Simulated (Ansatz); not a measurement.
Wavefunction ladder for Al2H6O2 (`[OH+]1[AlH2-][OH+][AlH2-]1`)

```tsv
atom	x (Å)	y (Å)	z (Å)
O1	0.873	-0.780	-0.313
Al2	-0.923	-1.060	0.068
O3	-0.873	0.780	0.313
Al4	0.923	1.060	-0.069
H5	1.565	-1.362	0.002
H6	-1.043	-1.882	1.419
H7	-1.804	-1.388	-1.208
H8	-1.565	1.362	-0.001
H9	1.042	1.881	-1.419
H10	1.804	1.389	1.208
```

The species carries charge 0 and has multiplicity 1. The geometry is a stationary point of PBE0-D4/def2-TZVP. Frozen core, restricted reference, Ansatz 0.2.0. CBS rows extrapolate triple and quadruple zeta; past MP2 they add the triple-zeta difference.

```json
{"basis": "def2-SVP", "HF (Eh)": "-636.95647", "MP2 corr.": "-0.52360"}
{"basis": "def2-TZVPP", "HF (Eh)": "-637.31595", "MP2 corr.": "-0.66574"}
{"basis": "def2-QZVPP", "HF (Eh)": "-637.33896", "MP2 corr.": "-0.71900"}
```

Problem. Estimate the CCSD correlation energy and the (T) correction in each basis where they were run (hartree).

Solution. 
```csv
basis,CCSD corr.,(T)
def2-SVP,-0.56357,-0.01015
def2-TZVPP,-0.70093,-0.02105
CBS(def2),-0.79364,as TZ
```
